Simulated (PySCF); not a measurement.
Match the calculated data to a structure.

All candidates are C8H10P (charge -1).

* NMR, other nuclei: isotropic shieldings of nuclei other than C and H, by class: 232 (1 P) ppm [GIAO PBE0/pcSseg-1]
* 13C NMR: chemical shifts (computed TMS as zero) by class: 155.9 (1 C), 141.2 (1 C), 131.4 (1 C), 129.4 (1 C), 128.1 (1 C), 89.3 (1 C), 25.3 (1 C), 20.6 (1 C) ppm [GIAO PBE0/pcSseg-1]
* 1H NMR: chemical shifts (computed TMS as zero) by class: 7.12 (1 H), 6.25 (1 H), 4.45 (1 H), 3.91 (1 H), 2.49 (3 H), 2.48 (3 H) ppm [GIAO PBE0/pcSseg-1]
* Rotational structure: rotational constants A, B, C: 1.972, 1.309, 0.795 GHz [GFN2-xTB]

Gas-phase values; electronic properties from PySCF, density fitting. Levels stand in brackets. The structure is a single GFN2-xTB conformer in the gas phase; no vibrational or solvent corrections. No diffuse functions stand in pcSseg-1, which bears on an anion's orbital energies. NMR values are class means; diastereotopic atoms form classes of their own.

Question: Which candidate is it?
A. `C=Cc1c[p-]c(CC)c1`
B. `C=Cc1[p-]c(C)cc1C`
C. `C[P-]Cc1ccccc1`
D. `C=Cc1c(C)c[p-]c1C`
E. `C[P-]c1ccccc1C`

Answer: D. It is `C=Cc1c(C)c[p-]c1C`. Numbering: `[CH2:1]=[CH:2][c:3]1[c:4]([CH3:5])[cH:6][p-:7][c:8]1[CH3:9]`. 8 carbons fall into 8 classes; from least to most shielded: substituted aromatic carbon [C8] (155.9 ppm), alkene CH carbon [C2] (141.2 ppm), aromatic CH carbon [C6] (131.4 ppm), substituted aromatic carbon [C4] (129.4 ppm), substituted aromatic carbon [C3] (128.1 ppm), terminal =CH2 carbon [C1] (89.3 ppm), benzylic-type carbon [C5] (25.3 ppm), benzylic-type carbon [C9] (20.6 ppm). Hydrogen classes from least to most shielded: 1 H on an alkene CH carbon, C2 (7.12 ppm), 1 H on an aromatic CH carbon, C6 (6.25 ppm), 1 H on a terminal =CH2 carbon, C1 (4.45 ppm), 1 H on a terminal =CH2 carbon, C1 (3.91 ppm), 3 H on a benzylic-type carbon, C9 (2.49 ppm), 3 H on a benzylic-type carbon, C5 (2.48 ppm). The other shieldings belong to: 232 ppm, phosphorus bonded to 2 C [P7]. By its constants the optimised geometry is an asymmetric top.

The others, at the same levels:
- `C[P-]Cc1ccccc1` fails: it has 6 carbon classes against 8; its computed 13C shifts are 160.2 (1 C), 131.0 (2 C), 127.2 (2 C), 122.1 (1 C), 51.3 (1 C), 24.1 (1 C) ppm, 1H shifts are 7.57 (2 H), 6.60 (2 H), 6.47 (1 H), 3.17 (2 H), 1.83 (3 H) ppm and rotational constant A is 3.937 GHz (against 1.972 GHz).
- `C[P-]c1ccccc1C` fails: its computed 13C shifts are 175.7 (1 C), 133.0 (1 C), 127.9 (1 C), 126.7 (1 C), 122.9 (1 C), 107.2 (1 C), 24.0 (1 C), 11.7 (1 C) ppm, 1H shifts are 6.45 (1 H), 6.39 (1 H), 6.37 (1 H), 5.64 (1 H), 1.90 (3 H), 1.15 (3 H) ppm and rotational constant A is 2.294 GHz (against 1.972 GHz).
- `C=Cc1c[p-]c(CC)c1` fails: its computed 13C shifts are 158.6 (1 C), 146.1 (1 C), 144.4 (1 C), 134.2 (1 C), 115.4 (1 C), 89.4 (1 C), 32.8 (1 C), 26.2 (1 C) ppm, 1H shifts are 7.25 (1 H), 6.75 (1 H), 6.60 (1 H), 4.70 (1 H), 3.81 (1 H), 2.69 (2 H), 1.10 (3 H) ppm and rotational constant A is 2.299 GHz (against 1.972 GHz).
- `C=Cc1[p-]c(C)cc1C` fails: its computed 13C shifts are 151.0 (1 C), 145.1 (1 C), 144.3 (1 C), 128.0 (1 C), 122.3 (1 C), 90.1 (1 C), 21.8 (1 C), 17.6 (1 C) ppm, 1H shifts are 6.87 (1 H), 6.19 (1 H), 5.38 (1 H), 3.64 (1 H), 2.43 (3 H), 2.24 (3 H) ppm and rotational constant A is 2.129 GHz (against 1.972 GHz).

Each candidate is one conformer, not necessarily the lowest. The conformers computed, where there is a choice (atom-mapped SMILES and torsion angles):
- `[CH2:1]=[CH:2][c:3]1[c:4]([CH3:5])[cH:6][p-:7][c:8]1[CH3:9]`: C1–C2–C3–C4 5°
- `[CH3:1][P-:2][CH2:3][c:4]1[cH:5][cH:6][cH:7][cH:8][cH:9]1`: C1–P2–C3–C4 180°, P2–C3–C4–C5 89°
- `[CH3:1][P-:2][c:3]1[cH:4][cH:5][cH:6][cH:7][c:8]1[CH3:9]`: C1–P2–C3–C4 0°
- `[CH2:1]=[CH:2][c:3]1[cH:4][p-:5][c:6]([CH2:7][CH3:8])[cH:9]1`: C1–C2–C3–C4 180°, P5–C6–C7–C8 96°
- `[CH2:1]=[CH:2][c:3]1[p-:4][c:5]([CH3:6])[cH:7][c:8]1[CH3:9]`: C1–C2–C3–P4 0°
